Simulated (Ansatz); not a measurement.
Relaxation of C₂H₆AlFSi (11 atoms, charge 0, multiplicity 1), to a largest force component of 0.02 eV/Å in at most 50 steps.

All numbers below come from Ansatz 0.2.0, RKS B3LYP-D4/6-31G*.

```xyz
11
Properties=species:S:1:pos:R:3
C 1.540 0.607 1.008
C 0.826 -0.505 0.897
F 1.415 -1.665 1.208
Si -0.854 -0.532 0.325
Al -1.070 0.269 -1.899
H 1.015 1.610 0.742
H 2.550 0.662 1.336
H -1.381 -1.911 0.355
H -1.746 0.307 1.261
H -0.589 1.764 -2.187
H -1.642 -0.663 -3.025
```

Q: Where does it end, and by what steps?

A: The forces met the threshold. After 43 steps the energy has fallen by 0.462 eV; F3 moved furthest, 1.40 Å.

```tsv
step	energy less start (eV)	largest force component (eV/Å)	accepted
0	0.0000	3.194	yes
2	-0.3874	0.275	yes
4	-0.4005	0.049	yes
6	-0.4016	0.025	yes
8	-0.4026	0.070	yes
10	-0.4038	0.091	yes
12	-0.4051	0.115	yes
14	-0.4083	0.080	yes
16	-0.4110	0.137	yes
18	-0.4160	0.188	yes
20	-0.4202	0.149	yes
22	-0.4252	0.228	yes
24	-0.4309	0.186	yes
26	-0.4355	0.097	yes
28	-0.4417	0.154	yes
30	-0.4463	0.213	yes
32	-0.4535	0.132	yes
34	-0.4576	0.063	yes
36	-0.4603	0.057	yes
38	-0.4615	0.054	yes
40	-0.4619	0.041	yes
42	-0.4620	0.026	yes
43	-0.4620	0.010	yes
```

```xyz
11
Properties=species:S:1:pos:R:3
C 1.655 0.599 0.803
C 0.731 -0.294 1.153
F 0.904 -0.985 2.320
Si -0.854 -0.769 0.237
Al -1.149 0.474 -1.865
H 1.555 1.168 -0.115
H 2.528 0.781 1.424
H -0.811 -2.243 0.001
H -1.997 -0.545 1.172
H -0.072 1.549 -2.333
H -2.425 0.208 -2.776
```

Whether the end is a true minimum wasn't checked by a vibrational analysis.

Time of the run: 2.2 min on 2 threads of Arm Neoverse V1 (shared host), peak memory 0.2 GiB.
